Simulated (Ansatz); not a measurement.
Reaction (substitution at a C–C bond): `CCC(C)(C)C(C)=O` + `N=[C](O)[GeH3]` → `CO[C](=N)[GeH3]` + `CCC(C)C(C)=O`

Calculated with Ansatz (gas phase, PBE0-D4/def2-TZVP geometries, no zero-point term in ΔE). CCSD(T)/CBS adds triple-zeta CCSD(T) − MP2 to the extrapolated MP2 energy (def2 sets, frozen cores). Functionals use def2-TZVPP. B3LYP here is the variant with VWN-RPA as its local correlation; programs differ in this. For Ge outer-core shells are correlated without core-valence functions, which leaves a few kJ/mol of doubt a bond. Scalar relativity is left out up to krypton. Each species was taken in one conformer, which may not be the lowest.

`CCC(C)(C)C(C)=O`:

```xyz
22

C    -1.033   -1.626   -1.407
C     0.126   -0.644   -1.415
C     0.222    0.267   -0.188
C    -1.054    1.085   -0.004
C     1.408    1.223   -0.380
C     0.561   -0.562    1.055
C     0.212    0.004    2.407
O     1.127   -1.624    0.962
H    -2.001   -1.120   -1.409
H    -0.989   -2.281   -0.534
H    -0.999   -2.263   -2.294
H     0.057    0.000   -2.300
H     1.064   -1.197   -1.499
H    -1.286    1.614   -0.933
H    -1.914    0.460    0.244
H    -0.946    1.835    0.781
H     2.333    0.666   -0.542
H     1.547    1.878    0.483
H     1.231    1.856   -1.253
H    -0.871   -0.038    2.554
H     0.702   -0.585    3.180
H     0.503    1.053    2.494
```

`N=[C](O)[GeH3]`:

Cartesian coordinates in Å:
```
N -1.565 0.231 0.763
C -0.547 -0.344 0.287
O -0.464 -1.686 0.312
Ge 1.048 0.478 -0.542
H -1.507 1.241 0.684
H -1.279 -2.006 0.731
H 0.822 1.996 -0.517
H 2.298 0.109 0.267
H 1.193 -0.018 -1.986
```

`CO[C](=N)[GeH3]`:

Z-matrix (Å, degrees):
```
C
O 1 1.425
H 1 1.091 2 110.6
H 1 1.088 2 105.7 3 119.9
H 1 1.091 2 110.6 3 -120.1
C 2 1.340 1 116.1 3 60.1
Ge 6 1.977 2 110.6 1 -180.0
N 6 1.264 2 121.4 1 -0.0
H 7 1.534 6 109.9 2 -60.2
H 7 1.537 6 106.8 2 -179.7
H 7 1.534 6 109.9 2 60.7
H 8 1.014 6 111.3 2 180.0
```

`CCC(C)C(C)=O`:

Z-matrix (Å, degrees):
```
C
C 1 1.519
H 1 1.092 2 111.2
H 1 1.092 2 111.2 3 119.6
H 1 1.094 2 111.3 3 -119.9
C 2 1.521 1 113.4 3 178.4
H 2 1.095 1 109.9 3 57.0
H 2 1.094 1 109.8 3 -60.3
C 6 1.521 2 111.8 1 66.0
C 6 1.530 2 111.6 1 -173.6
H 6 1.097 2 109.4 1 -53.7
C 9 1.504 6 116.6 2 -146.2
O 9 1.206 6 121.6 2 35.0
H 10 1.092 6 110.1 2 -59.4
H 10 1.092 6 110.2 2 60.1
H 10 1.093 6 112.2 2 -179.8
H 12 1.095 9 108.6 6 72.8
H 12 1.093 9 111.2 6 -44.3
H 12 1.089 9 110.5 6 -167.4
```

```csv
level,ΔE (kJ/mol),difference from CCSD(T)/CBS
PBE-D4,39.2,-6.6
PBE0-D4,41.6,-4.2
B3LYP-D4,34.8,-11.0
ωB97M-V,44.3,-1.5
B2PLYP,34.5,-11.3
r2SCAN,38.7,-7.1
HF/def2-TZVPP,21.4,-24.4
MP2/def2-TZVPP,50.9,5.1
SCS-MP2/def2-TZVPP,43.0,-2.8
CCSD/def2-TZVPP,42.5,-3.3
CCSD(T)/def2-TZVPP,44.8,-1.0
HF/def2-QZVPP,20.9,-24.9
MP2/def2-QZVPP,51.3,5.5
HF/CBS(def2),20.9,-24.9
MP2/CBS(def2),51.9,6.1
CCSD/CBS(def2),43.5,-2.3
CCSD(T)/CBS,45.8,0
```

Largest T1 diagnostic among the species: 0.014.

In def2-TZVPP, CCSD(T) changes the Hartree–Fock value by +23.3 kJ/mol (the triples alone add +2.3 kJ/mol) and MP2 by +29.4 kJ/mol. The D4 term adds +8.9 kJ/mol with B3LYP and +5.0 kJ/mol with PBE0; it sums over pairs of atoms, weighted by their polarisabilities, and B3LYP, whose exchange is more repulsive, gets the larger term.

CCSD(T)/CBS has its own doubt, a few kJ/mol and more with outer-core shells, so smaller differences from it don't rank the levels.
